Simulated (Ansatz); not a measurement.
Ideal-gas functions of `C#CC[SeH]` at 298.15 K and 1 bar, from an Ansatz frequency run at PBE0-D4/def2-TZVP.

Molar mass 119.02 g/mol, point group Cs (symmetry number 1), electronic degeneracy 1, moments of inertia 26.932, 229.586, 253.325 u Å². Harmonic wavenumbers (cm⁻¹, unscaled): 141, 161, 341, 409, 639, 677, 688, 797, 848, 1002, 1158, 1213, 1459, 2242, 2434, 3090, 3144, 3484.

Use S(trans) = R[1.5 ln M + 2.5 ln T − 1.1517]; rotational temperatures θ = 24.2544 K / I; S(rot) = R[ln(√π/σ · √(T³/θAθBθC)) + 1.5]; for each mode x = 1.438777 ν̃/T, S = R[x/(eˣ − 1) − ln(1 − e⁻ˣ)] and H = RT x/(eˣ − 1); 1 cm⁻¹ = 0.0119627 kJ/mol; R = 8.31446 J/(mol·K).

Problem. By hand: the entropy, in J/(mol·K).

Solution. Translation 168.5. Rotation: θ = 0.9006, 0.1056, 0.0957 K, giving 107.8. Vibration, mode by mode: 11.67, 10.62, 5.05, 3.89, 1.62, 1.40, 1.34, 0.88, 0.72, 0.39, 0.21, 0.16, 0.06, 0.00, 0.00, 0.00, 0.00, 0.00, in all 38.0. Electronic 0.0. Sum 314.3 J/(mol·K).

Problem. By hand: H − E and G − E in kJ/mol, counted from the electronic energy.

Solution. Zero-point energy ½ × 23927 × 0.0119627 = 143.1; thermal vibration 6.7; translation, rotation and pV give 4 RT = 9.9. H − E = 159.7 kJ/mol, and G − E = 159.7 − 298.15 × 314.3/1000 = 66.0 kJ/mol.

Vibration gives 12 % of the entropy, 11.7 J/(mol·K) of it from the mode under 150 cm⁻¹: soft modes count most, and the harmonic formula is weakest for them. The sum counts one conformer and one mirror image; others add a mixing term.
